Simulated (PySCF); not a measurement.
PySCF input file for (Z)-1,2-difluoro-1-methoxyethene (C3H4F2O), SMILES CO/C(F)=C/F, SMD-B3LYP/def2-SVP. Geometry: PBE0-D3(BJ)/def2-SVP. The values are those of a single conformer.

```python
import numpy as np
from pyscf import gto, scf, dft
from pyscf.solvent import smd

mol = gto.M(
    atom='''
    C    -2.17399842    0.55243527   -0.07151355
    O    -0.91266778    0.81790248    0.52110551
    C     0.07116807   -0.00332413    0.17387645
    F    -0.15372206   -1.28950063    0.42617971
    C     1.22198324    0.41959714   -0.35075970
    F     2.23199958   -0.41262464   -0.58658951
    H    -2.86729020    1.31094292    0.31073505
    H    -2.11166345    0.63079271   -1.17012529
    H    -2.54022685   -0.44843465    0.20329145
    H     1.40110773    1.47035683   -0.57867610
    ''',
    basis='def2-SVP',
    charge=0,
    spin=0,
    max_memory=1600,
    verbose=3,
)
mf = dft.RKS(mol, xc='b3lyp').density_fit(auxbasis='def2-universal-jkfit')
mf.grids.level = 3
mf.conv_tol = 1e-9
mf.max_cycle = 100
mf.kernel()
res = {}
for name in ['water', 'methanol', '1-octanol']:
    s = mf.SMD()
    s.with_solvent.solvent, s.with_solvent.sasa_ng = name, 302
    s.kernel(mf.make_rdm1())
    res[name] = (s.e_tot, s.with_solvent.get_cds(), s.dip_moment(), s.mo_energy, s.converged)
    print(f'SMD {name}: dG(solv) = {(s.e_tot - mf.e_tot) * 627.509474:.3f} kcal/mol, of which CDS {res[name][1] * 627.509474:.3f}')
```

Log of the run:

```
converged SCF energy = -391.279982160467
converged SCF energy = -391.278676388272
Dipole moment(X, Y, Z, Debye): -2.51627,  1.47887, -0.91244
SMD water: dG(solv) = 0.819 kcal/mol, of which CDS 5.444
converged SCF energy = -391.282582491167
Dipole moment(X, Y, Z, Debye): -2.50706,  1.47265, -0.90346
SMD methanol: dG(solv) = -1.632 kcal/mol, of which CDS 2.866
converged SCF energy = -391.281610465226
Dipole moment(X, Y, Z, Debye): -2.47569,  1.45687, -0.86116
SMD 1-octanol: dG(solv) = -1.022 kcal/mol, of which CDS 2.894
```

Self-consistency was reached.

Cost: around 70 core-seconds (rough).
